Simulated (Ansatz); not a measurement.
`FB(Br)Br` + H–F → `FB(F)Br` + HBr at 400 K and 1 bar (ligand exchange at a B–Br bond).

Program: Ansatz. Geometries: PBE0-D4/def2-TZVP. ΔE: electronic, gas phase. CBS: MP2 limit from def2 TZ/QZ plus the TZ coupled-cluster correction, frozen cores. This one scheme is used for every species. For Br outer-core shells are correlated without core-valence functions, which leaves a few kJ/mol of doubt a bond. Scalar relativity is left out up to krypton.

| species | CCSD(T)/CBS energy (Eh) | H − E (kJ/mol) | S (J/(mol·K)) |
| --- | --- | --- | --- |
| `FB(Br)Br` | -5271.35159 | 42.3 | 329.8 |
| H–F | -100.39570 | 36.5 | 182.2 |
| `FB(F)Br` | -2797.85348 | 46.1 | 304.9 |
| HBr | -2573.91920 | 27.6 | 207.2 |

H − E and S are ideal-gas, rigid-rotor, harmonic terms from PBE0-D4/def2-TZVP. 1 Eh = 2625.50 kJ/mol, R = 8.31446 J/(mol·K).

Problem. By hand: ΔE, ΔH, ΔS and ΔG.

Solution. ΔE = (-2797.85348) + (-2573.91920) − (-5271.35159) − (-100.39570) = -0.02539 Eh = -66.7 kJ/mol. Δ(H − E) = 46.1 + 27.6 − 42.3 − 36.5 = -5.1, so ΔH = -71.8 kJ/mol. ΔS = 304.9 + 207.2 − 329.8 − 182.2 = 0.1 J/(mol·K). ΔG = -71.8 − 400 × (0.1)/1000 = -71.8 kJ/mol.

Problem. By hand: the equilibrium constant, and the temperature at which ΔG would vanish if ΔH and ΔS stayed fixed.

Solution. log₁₀ K = −ΔG/(RT ln 10) = 9.4. ΔH and −TΔS have one sign here, so there is no such temperature.

The number of gas molecules stays the same, so ΔS is small and ΔH decides. A doubt of 5 kJ/mol in ΔE shifts log₁₀ K by 0.7 here. These are equilibria of isolated gas molecules and say nothing of rates. Largest T1 diagnostic: 0.011 (customary marks: 0.02 for closed shells, 0.045 for open ones).

ΔS is within the doubt of such terms, so its sign, and with it that verdict, could turn.
